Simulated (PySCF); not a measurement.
Match the calculated data to a structure.

All candidates are C5H7FOSi.

* 13C NMR: chemical shifts (computed TMS as zero) by class: 188.5 (1 C), 86.7 (1 C), 85.5 (1 C), 84.8 (1 C), 52.8 (1 C) ppm [GIAO PBE0/pcSseg-1]
* 1H NMR: chemical shifts (computed TMS as zero) by class: 5.41 (1 H), 5.12 (1 H), 4.12 (3 H), 3.48 (1 H), 2.73 (1 H) ppm [GIAO PBE0/pcSseg-1]
* Rotational structure: rotational constants A, B, C: 2.587, 1.113, 0.925 GHz [GFN2-xTB]
* Dipole: 2.91 D [B3LYP/def2-SVPD]
* UV, first state: lowest singlet excitation: 3.93 eV (316 nm, f = 0.002) [TDDFT B3LYP/def2-SVPD]
* NMR, other nuclei: isotropic shieldings of nuclei other than C and H, by class: -331 (1 O), 428 (1 F), 411 (1 Si) ppm [GIAO PBE0/pcSseg-1]
* Triplet: lowest triplet excitation (Tamm–Dancoff): 3.42 eV [TDA B3LYP/def2-SVPD]

The electronic properties come from PySCF, for the isolated species, density fitting. Levels stand in brackets. Geometry: GFN2-xTB, one conformer, isolated molecule. NMR classes are plain means over equivalent atoms (diastereotopic ones count apart unless rotation or inversion swaps them), as if these changed places fast.

Question: Which candidate is it?
A. `C#CC[Si@]1(F)CCO1`
B. `C#CC(=O)[C@H]([SiH3])CF`
C. `FC[Si@H]1C=CC=CO1`

Answer: B. It is `C#CC(=O)[C@H]([SiH3])CF`. Numbering: `[CH:1]#[C:2][C:3](=[O:4])[C@H:5]([SiH3:6])[CH2:7][F:8]`. Its formula, C5H7FOSi, gives 3 degrees of unsaturation: 0 rings and 3 π bonds in the structure found. 5 carbons fall into 5 classes; from least to most shielded: ketone carbonyl carbon [C3] (188.5 ppm), terminal alkyne carbon [C1] (86.7 ppm), alkyne carbon [C2] (85.5 ppm), sp3 C–F carbon [C7] (84.8 ppm), sp3 carbon bound to silicon [C5] (52.8 ppm). Hydrogen classes from least to most shielded: 1 H on an sp3 C–F carbon, C7 (5.41 ppm), 1 H on an sp3 C–F carbon, C7 (5.12 ppm), 3 H on an SiH3 silicon, Si6 (4.12 ppm), 1 H on an sp3 carbon bound to silicon, C5 (3.48 ppm), 1 H on a terminal alkyne carbon, C1 (2.73 ppm). The other shieldings belong to: -331 ppm, ketone oxygen [O4]; 428 ppm, alkyl fluorine [F8]; 411 ppm, SiH3 silicon [Si6]. S1 is mainly HOMO→LUMO (weight 0.97); the largest Löwdin shares of the orbital it empties are 0.63 on the ketone oxygen, 0.10 on the ketone carbonyl carbon, 0.10 on the sp3 carbon bound to silicon and 0.07 on the alkyne carbon, of the orbital it fills 0.25 on the ketone carbonyl carbon, 0.25 on the ketone oxygen, 0.19 on the terminal alkyne carbon and 0.14 on the alkyne carbon. The optimised geometry has point group C1 and is an asymmetric top.

The others, at the same levels:
- `C#CC[Si@]1(F)CCO1` fails: its computed 13C shifts are 79.8 (1 C), 75.0 (1 C), 65.0 (1 C), 27.0 (1 C), 9.3 (1 C) ppm, 1H shifts are 4.47 (1 H), 4.46 (1 H), 2.34 (1 H), 2.14 (1 H), 2.07 (1 H), 1.91 (1 H), 1.27 (1 H) ppm and rotational constant A is 3.607 GHz (against 2.587 GHz).
- `FC[Si@H]1C=CC=CO1` fails: its computed 13C shifts are 154.9 (1 C), 151.5 (1 C), 117.6 (1 C), 109.5 (1 C), 80.5 (1 C) ppm, 1H shifts are 7.10 (1 H), 6.81 (1 H), 5.94 (1 H), 5.88 (1 H), 5.19 (1 H), 5.05 (1 H), 4.98 (1 H) ppm and rotational constant A is 3.880 GHz (against 2.587 GHz).

Each candidate is one conformer, not necessarily the lowest. Dipoles, sizes and rotational constants follow the conformer. The torsions of the flexible species, by atom-mapped SMILES:
- `[CH:1]#[C:2][C:3](=[O:4])[C@H:5]([SiH3:6])[CH2:7][F:8]`: C2–C3–C5–Si6 -84°, C3–C5–C7–F8 162°
- `[CH:1]#[C:2][CH2:3][Si@:4]1([F:5])[CH2:6][CH2:7][O:8]1`: C2–C3–Si4–F5 54°
- `[F:1][CH2:2][Si@H:3]1[CH:4]=[CH:5][CH:6]=[CH:7][O:8]1`: F1–C2–Si3–C4 82°
